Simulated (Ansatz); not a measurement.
The inner images of a band of ClH$_{4}$NOZn (8 atoms, charge 0, multiplicity 1) are given out of order.

Theory: RKS LDA/def2-SVP (Ansatz).

Initial state:

```xyz
8
Properties=species:S:1:pos:R:3
Zn -0.069 -0.192 0.241
Cl 0.594 -0.027 2.280
O 0.455 -0.192 -1.452
H -0.297 -0.312 -2.060
N -2.055 -0.420 0.848
H -2.521 -1.320 0.660
H -2.717 0.337 0.621
H -1.819 -0.366 1.859
```

Final state:

```xyz
8
Properties=species:S:1:pos:R:3
Zn -0.232 -0.218 0.161
Cl 0.741 -0.028 2.063
O -0.215 -0.279 -1.612
H 0.686 -0.180 -1.968
N -2.129 -0.424 0.943
H -2.590 -1.327 0.761
H -2.795 0.324 0.701
H -1.894 -0.359 1.950
```

Put them in order from the first end to the last, with their energies above the first end.
A.
```xyz
8
Properties=species:S:1:pos:R:3
Zn -0.147 -0.152 0.201
Cl 0.693 -0.154 2.176
O -0.031 0.142 -1.547
H 0.322 -0.610 -2.053
N -2.092 -0.401 0.915
H -2.565 -1.283 0.667
H -2.743 0.372 0.712
H -1.865 -0.407 1.926
```
B.
```xyz
8
Properties=species:S:1:pos:R:3
Zn -0.118 -0.149 0.209
Cl 0.636 -0.115 2.223
O 0.272 0.129 -1.501
H -0.011 -0.601 -2.080
N -2.080 -0.418 0.887
H -2.579 -1.292 0.666
H -2.721 0.368 0.699
H -1.827 -0.414 1.894
```
C.
```xyz
8
Properties=species:S:1:pos:R:3
Zn -0.195 -0.159 0.191
Cl 0.745 -0.066 2.113
O -0.249 -0.144 -1.581
H 0.607 -0.348 -1.995
N -2.108 -0.406 0.933
H -2.531 -1.312 0.684
H -2.790 0.332 0.704
H -1.909 -0.389 1.948
```
D.
```xyz
8
Properties=species:S:1:pos:R:3
Zn -0.106 -0.151 0.218
Cl 0.609 -0.071 2.246
O 0.375 0.047 -1.478
H -0.128 -0.530 -2.081
N -2.073 -0.426 0.871
H -2.569 -1.305 0.659
H -2.719 0.356 0.684
H -1.816 -0.413 1.878
```
E.
```xyz
8
Properties=species:S:1:pos:R:3
Zn -0.128 -0.156 0.201
Cl 0.667 -0.165 2.197
O 0.145 0.165 -1.525
H 0.117 -0.638 -2.075
N -2.085 -0.403 0.904
H -2.587 -1.272 0.669
H -2.719 0.388 0.715
H -1.839 -0.412 1.912
```
F.
```xyz
8
Properties=species:S:1:pos:R:3
Zn -0.089 -0.167 0.229
Cl 0.594 -0.040 2.265
O 0.439 -0.073 -1.461
H -0.226 -0.431 -2.076
N -2.065 -0.424 0.857
H -2.558 -1.306 0.650
H -2.714 0.355 0.668
H -1.809 -0.406 1.865
```
G.
```xyz
8
Properties=species:S:1:pos:R:3
Zn -0.169 -0.147 0.198
Cl 0.718 -0.114 2.150
O -0.179 0.027 -1.568
H 0.492 -0.507 -2.026
N -2.098 -0.402 0.925
H -2.537 -1.299 0.672
H -2.769 0.348 0.708
H -1.887 -0.399 1.939
```

F (+0.006 eV), D (+0.024 eV), B (+0.045 eV), E (+0.055 eV), A (+0.032 eV), G (-0.030 eV), C (-0.090 eV).

Time of the run: 100 s on 2 threads of Arm Neoverse V1, with other jobs on the host, peak memory 0.14 GiB.
